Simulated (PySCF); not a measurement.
NMR data sheet: C₁₀H₁₀O

* Formula: C10H10O
* SMILES: C1=CCCC(c2ccco2)=C1
* InChI: InChI=1S/C10H10O/c1-2-5-9(6-3-1)10-7-4-8-11-10/h1-2,4-5,7-8H,3,6H2
* Point group of the computed structure: C1
* Degrees of unsaturation: 6
* Carbon signals: 10
* Proton signals: 8

Atoms are numbered as in `[CH:1]1=[CH:2][CH2:3][CH2:4][C:5]([c:6]2[cH:7][cH:8][cH:9][o:10]2)=[CH:11]1`; H(Xn) means a hydrogen on atom n.

Method: GFN2-xTB geometry, σ from GIAO-PBE0/pcSseg-1, in PySCF 2.14.0 with density-fitted response routines (single conformer, relativity neglected, no solvent model, fast rotation and ring inversion assumed for equivalent nuclei).

References, each an isolated molecule treated in the same way: $^{1}$H, $^{13}$C vs TMS; $^{17}$O against H2O.

```tsv
carbon	δC, type	δH (multiplicity)	HMBC from (2–3 bonds)	span of the C tensor (ppm)
C1	133.0, CH	6.50 (m)	H(C11), H(C2), H(C3)	228
C2	132.9, CH	6.05 (m)	H(C11), H(C1), H(C4), H(C3)	209
C3	26.7, CH2	2.34 (m)	H(C1), H(C2), H(C4)	21
C4	26.2, CH2	2.43 (m)	H(C11), H(C2), H(C3)	16
C5	132.1, C	–	H(C11), H(C7), H(C1), H(C4), H(C3)	197
C6	161.0, C	–	H(C9), H(C11), H(C8), H(C7), H(C4)	132
C7	113.3, CH	6.61 (m)	H(C9), H(C8)	169
C8	118.6, CH	6.69 (m)	H(C9), H(C7)	180
C9	147.1, CH	7.52 (m)	H(C8), H(C7)	146
C11	124.7, CH	6.89 (d)	H(C1), H(C2), H(C4)	204
```

Other nuclei:
```json
{"atoms": "O10", "nucleus": "$^{17}$O", "environment": "aromatic ring oxygen", "δ (ppm)": "289.9", "σ (ppm)": "46.2"}
```

Carbon types of the structure: 2 × C, 6 × CH, 2 × CH2, which accounts for all hydrogens. δC 161.0: substituted aromatic carbon next to the ring oxygen. δC 147.1: aromatic CH next to the ring oxygen. δC 133.0, 132.9, 124.7: alkene CH; an sp2 carbon of a C=C bond. δC 132.1: fully substituted alkene carbon; an sp2 carbon of a C=C bond. δC 118.6, 113.3: aromatic CH.

Shifts are as computed. Against solution values, carbons near 30 ppm lie about +3 ppm off and those near 130 ppm about +5 ppm. Of 1211 compounds with measured shifts, 218 miss one by over three times the rms of a fit or turn the order of signals round; such compounds aren't used in these exercises. Unscaled 17O shifts of doubly bonded oxygen tend to come out too high, by tens of ppm or more. Experimental scales use liquid or dissolved standards, which lie at an offset from isolated H2O (liquid H2O: subtract about 36 ppm). Multiplicities follow the n + 1 count of equivalent neighbours, as no J values were calculated; m marks all less simple cases, F and P coupling included.
